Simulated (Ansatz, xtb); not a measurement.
**C4H9FO3: which of two isomers lies lower**

We compare a, `CO[C@H](F)OCCO`, a singlet, with b, `COC(F)(OC)OC`, a singlet. Both are isolated molecules in the gas phase, relaxed with B3LYP-D3(BJ)/def2-SVP, each in the lowest conformer that the search found.

a (Å):

```xyz
17

C    -4.0594    1.0050   -0.1016
C    -1.9100    1.8040    0.4239
C    -0.5887    0.7520    2.0778
C     0.7938    0.1347    2.1652
F    -1.7423    2.5567   -0.7032
O    -2.6993    0.7132    0.1573
O    -0.6656    1.3859    0.8030
O     0.9888   -0.8289    1.1627
H    -4.1742    1.6028   -1.0211
H    -4.5783    0.0458   -0.2267
H    -4.5213    1.5555    0.7403
H    -2.3841    2.4633    1.1875
H    -0.7504    1.4926    2.8854
H    -1.3585   -0.0339    2.1500
H     1.5497    0.9459    2.1181
H     0.9056   -0.3648    3.1413
H     0.7278   -0.4097    0.3293
```

b (Å):

```xyz
17

C     0.9480   -0.9529   -1.4474
C    -0.7777    0.2101   -0.3169
C    -2.7682    0.7808   -1.4662
C    -0.4367    0.9647    1.9020
F    -1.3432   -0.9967    0.1405
O    -0.1362   -0.0357   -1.4919
O    -1.7812    1.1114   -0.4991
O     0.1000    0.6551    0.6234
H     0.6182   -1.9331   -1.0681
H     1.7613   -0.5714   -0.8113
H     1.3051   -1.0602   -2.4797
H    -3.2576   -0.1743   -1.2177
H    -2.3271    0.7127   -2.4724
H    -3.5092    1.5902   -1.4412
H     0.4132    1.2577    2.5317
H    -0.9356    0.0866    2.3418
H    -1.1547    1.7966    1.8373
```

Problem. Estimate E(b) − E(a) at the level CCSD(T)/def2-SVP + ΔMP2/def2-TZVPP.

Solution. Calculated at CCSD(T)/def2-SVP + ΔMP2/def2-TZVPP: E(b) − E(a) = −2.7 kcal/mol, so structure b lies lower.

Level by level:

| level | geometry | E(b) − E(a) (kcal/mol) | departure from the last row (kcal/mol) | job, with rough time for the two |
| --- | --- | --- | --- | --- |
| GFN2-xTB | GFN2-xTB | −17.8 | −15.1 | optimisation, 0.19 s |
| HF/STO-3G | GFN2-xTB | −12.1 | −9.4 | single point, 0.44 s |
| r2SCAN-D4/def2-SVP | GFN2-xTB | −8.5 | −5.8 | single point, 4.2 s |
| B3LYP-D3(BJ)/def2-SVP | B3LYP-D3(BJ)/def2-SVP | −7.4 | −4.7 | optimisation, 55 s |
| HF/def2-SVP | B3LYP-D3(BJ)/def2-SVP | −7.8 | −5.1 | part of the CCSD(T) run |
| MP2/def2-SVP | B3LYP-D3(BJ)/def2-SVP | −6.7 | −4.0 | part of the CCSD(T) run |
| CCSD(T)/def2-SVP | B3LYP-D3(BJ)/def2-SVP | −7.2 | −4.5 | single point |
| CCSD(T)/def2-SVP + ΔMP2/def2-TZVPP | B3LYP-D3(BJ)/def2-SVP | −2.7 |  | single point, 2.6 min |

As drawn, b has 1 C–O, 1 C–H in place of 1 C–C, 1 O–H.

None of the levels shown reverses the order. The largest departure from CCSD(T)/def2-SVP + ΔMP2/def2-TZVPP is that of GFN2-xTB, 15.1 kcal/mol. The last row adds to CCSD(T) the change of the MP2 difference between the two basis sets, here +4.5 kcal/mol, a large step that makes the value less sure.

With thermal terms from frequencies at re-optimised GFN2-xTB minima (ideal gas, soft modes damped towards free rotors, one conformer each, 298.15 K, 1 atm): the zero-point term adds −0.7 kcal/mol; ΔH is −3.2 and ΔG −2.7 kcal/mol.

The correlated steps freeze 8 core orbitals. Mirror images aren't counted in ΔG. Programs: Ansatz 0.2.0, xtb 6.7.1; the last row on 4 threads of Arm Neoverse V1 on a shared host.
